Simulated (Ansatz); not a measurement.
Two structures of SiNH₄Cl₃, singlet, reached by relaxing down either side of one saddle point (PBE0-D4/def2-TZVP). Energies are electronic, without zero-point energy. Program: Ansatz 0.2.0. Basis: def2-TZVPP and def2-QZVPP. Cores are frozen in the correlated methods. Extrapolation: Hartree–Fock as exp(−7.88 √X), correlation as X^−2.97. First:

```xyz
9
angstrom
Si -0.7546 0.5311 -0.1127
Cl 0.6306 2.0755 -0.4355
Cl -1.1978 -0.7873 -1.6854
Cl -1.2023 -0.0429 1.8567
H -1.9539 1.3753 -0.2914
H 1.4684 -0.6299 -0.7117
N 0.9089 -0.6397 0.1356
H 0.6321 -1.5954 0.3385
H 1.4686 -0.2867 0.9059
```

Second:

Si1  (-1.052, -0.057, 0.318)
Cl2  (2.023, 1.529, -1.779)
Cl3  (-1.747, -0.714, -1.473)
Cl4  (-2.093, -0.992, 1.810)
H5  (-1.257, 1.391, 0.471)
H6  (1.445, 0.713, -0.928)
N7  (0.633, -0.399, 0.344)
H8  (0.913, -1.327, 0.050)
H9  (1.135, -0.144, 1.185)
(Å)

(1) Which bonds change from the first to the second?

(2) Give the saddle point's structure and its height above each. (An estimate is asked for; the value comes from the calculation.)

T1 diagnostic: at most 0.010.

Answers

(1) SiHCl₃ ([Cl][SiH]([Cl])[Cl]) + NH₃ → SiNH₃Cl₂ ([NH2][SiH]([Cl])[Cl]) + HCl; bonds formed: Cl2–H6; dative contacts that become bonds: Si1–N7; bonds broken: Si1–Cl2, H6–N7.

(2) The calculation gives: 75.9 kJ/mol above the first and 47.7 kJ/mol above the second (CCSD(T) at an estimated basis limit (MP2 extrapolated from triple and quadruple zeta, plus CCSD(T) − MP2 in triple zeta)).
```
atom    x (Å)    y (Å)    z (Å)
 Si1  -0.8705   0.1682   0.0676
 Cl2   1.0616   1.5408  -1.5933
 Cl3  -1.6067  -0.6676  -1.6121
 Cl4  -1.8232  -0.7744   1.6411
  H5  -1.0487   1.5951   0.3066
  H6   1.3140   0.2651  -0.4436
  N7   0.8375  -0.4310   0.3128
  H8   0.9499  -1.4105   0.0644
  H9   1.1861  -0.2857   1.2564
```

The step is the kind of exchange with an N–H group that builds nitride films in atomic layer and chemical vapour deposition.

Labels in which every atom is bracketed show which atoms are joined, not bond orders.

For scale, one of the runs: CCSD(T)/def2-TZVPP, 255 basis functions, launched by `ansatz run in.yaml --threads 8 --pin off --events-out ev --progress --plain --max-ram 19148MiB`. Time: 95 s of wall clock on 8 CPU threads of an Arm Neoverse V2; the host was shared. Peak host memory: 5.2 GiB.
